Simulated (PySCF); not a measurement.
Input for PySCF:
```python
from pyscf import gto, scf, dft

mol = gto.Mole()
mol.atom = '''
    O    -1.14257544   -0.76938954   -0.03182750
    B    -0.00770897   -0.03931797   -0.00346985
    O    -0.11414081    1.32224772    0.13027114
    O     1.17041255   -0.70476858   -0.10979414
    H    -1.93446708   -0.23864193    0.04760011
    H     0.69661442    1.82756308    0.14897985
    H     1.96682712   -0.17704808   -0.08842676
'''
mol.basis = 'pcseg-1'
mol.verbose = 4
mol.build()

mf = dft.RKS(mol)
mf.xc = 'b3lyp'
mf.kernel()
```

Task: Give the HOMO-LUMO gap at the level PySCF with B3LYP/pcseg-1.

Result: 8.91 eV

Task: What Mulliken (on the basis functions themselves) charges in atom order does B3LYP/pcseg-1 give?

Result: O1 -0.34, B2 0.42, O3 -0.40, O4 -0.36, H5 0.23, H6 0.22, H7 0.22

Task: What is the computed dipole moment (B3LYP/pcseg-1)?

Result: 3.10 D

Task: Predict the number of basis functions from B3LYP/pcseg-1.

Result: 71

Task: What is the computed HOMO energy (B3LYP/pcseg-1)?

Result: -8.77 eV

Task: Predict the total energy from B3LYP/pcseg-1.

Result: -252.4439 Eh
